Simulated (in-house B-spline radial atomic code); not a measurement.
Inner levels of tellurium as electrons are removed. A shift is the extra binding of the orbital against the neutral atom ([Kr] 4d10 5s2 5p4). Computed with a B-spline radial code for spherical atoms: non-relativistic Hartree-Fock, average of the configuration, point nuclei.

This level leaves out relativity, spin-orbit splitting included, which matters for heavy ions.

```json
{"ion": "Te44+", "configuration": "[He] 2s2 2p4", "shift of 1s (eV)": "3351.04", "radius of 1s (bohr)": "0.029165", "Σ<r²> (bohr²)": "0.088243", "change of density at nucleus (bohr⁻³)": "-1321.48"}
{"ion": "Te45+", "configuration": "[He] 2s2 2p3", "shift of 1s (eV)": "3654.36", "radius of 1s (bohr)": "0.029143", "Σ<r²> (bohr²)": "0.074306", "change of density at nucleus (bohr⁻³)": "-1113.84"}
{"ion": "Te46+", "configuration": "[He] 2s2 2p2", "shift of 1s (eV)": "3961.81", "radius of 1s (bohr)": "0.029119", "Σ<r²> (bohr²)": "0.060836", "change of density at nucleus (bohr⁻³)": "-902.48"}
{"ion": "Te47+", "configuration": "[He] 2s2 2p1", "shift of 1s (eV)": "4273.37", "radius of 1s (bohr)": "0.029095", "Σ<r²> (bohr²)": "0.047816", "change of density at nucleus (bohr⁻³)": "-687.39"}
{"ion": "Te48+", "configuration": "[He] 2s2", "shift of 1s (eV)": "?", "radius of 1s (bohr)": "?", "Σ<r²> (bohr²)": "?", "change of density at nucleus (bohr⁻³)": "?"}
{"ion": "Te49+", "configuration": "[He] 2s1", "shift of 1s (eV)": "4861.24", "radius of 1s (bohr)": "0.029068", "Σ<r²> (bohr²)": "0.018557", "change of density at nucleus (bohr⁻³)": "-5548.91"}
{"ion": "Te50+", "configuration": "1s2", "shift of 1s (eV)": "?", "radius of 1s (bohr)": "?", "Σ<r²> (bohr²)": "?", "change of density at nucleus (bohr⁻³)": "?"}
{"ion": "Te51+", "configuration": "1s1", "shift of 1s (eV)": "6015.87", "radius of 1s (bohr)": "0.028846", "Σ<r²> (bohr²)": "0.0011095", "change of density at nucleus (bohr⁻³)": "-54369"}
```

Fill in the row of Te48+.

shift of 1s (eV): 4589.03; radius of 1s (bohr): 0.029071; Σ<r²> (bohr²): 0.035226; change of density at nucleus (bohr⁻³): -468.54.

Fill in the row of Te50+.

shift of 1s (eV): 5136.03; radius of 1s (bohr): 0.029056; Σ<r²> (bohr²): 0.0022534; change of density at nucleus (bohr⁻³): -10755.9.
